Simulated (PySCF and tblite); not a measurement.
The numbers below are computed, except where a source is named.
C₄H₆F₂O, numbered as in [CH3:1][CH2:2][C:3](=[O:4])[CH:5]([F:6])[F:7].

Free energies: PBE0-D3(BJ)/pcSseg-1 on GFN2-xTB structures plus GFN2-xTB thermal terms, symmetry and mirror images included. Conformers within 2.5 kcal/mol (GFN2-xTB free energy) were kept, 6 at most. GIAO shieldings: PBE0/pcSseg-1. Shifts are against TMS (¹H), TMS (¹³C), CFCl3 (¹⁹F) at the same level. Programs: PySCF with density fitting and tblite.

Question: What shifts does this protocol give at 298.15 K under fast conformational exchange?

Answer: ¹H: 5.81 (H5, 1H), 2.92 (H2, 2H), 1.14 (H1, 3H) ppm. ¹³C: 208.8 (C3), 118.5 (C5), 31.0 (C2), 7.9 (C1) ppm. ¹⁹F: -140.9 (F6/F7) ppm.

Question: How do the conformers differ?

Answer: Torsions listed: C1–C2–C3–O4, O4–C3–C5–F6. Of a mirror pair one member is shown.
```csv
conformer,shape,weight %
1,"0°, 121°",96.3
2,"-120°, 95°",3.5
3,"-111°, -164°",0.3
```

```tsv
signal	1	2	3	average
H1	1.13	1.46	1.35	1.14
H2	2.93	2.66	2.72	2.92
H5	5.81	5.82	6.15	5.81
C1	7.7	11.6	12.3	7.9
C2	30.8	36.8	38.3	31.0
C3	208.7	209.1	210.8	208.8
C5	118.6	118.1	116.8	118.5
F6/F7	-141.1	-136.6	-150.8	-140.9
```

Unscaled ¹⁹F shifts at such levels can be off by tens of ppm; differences between conformers or isomers are more reliable. Shifts are unscaled: against experiment ¹³C can be off by 15 ppm or more and ¹H by 0.8 ppm.


Conformer gaps in pcSseg-1 on xTB geometries can be 2 kcal/mol off for S=O, P=O and other polar bonds.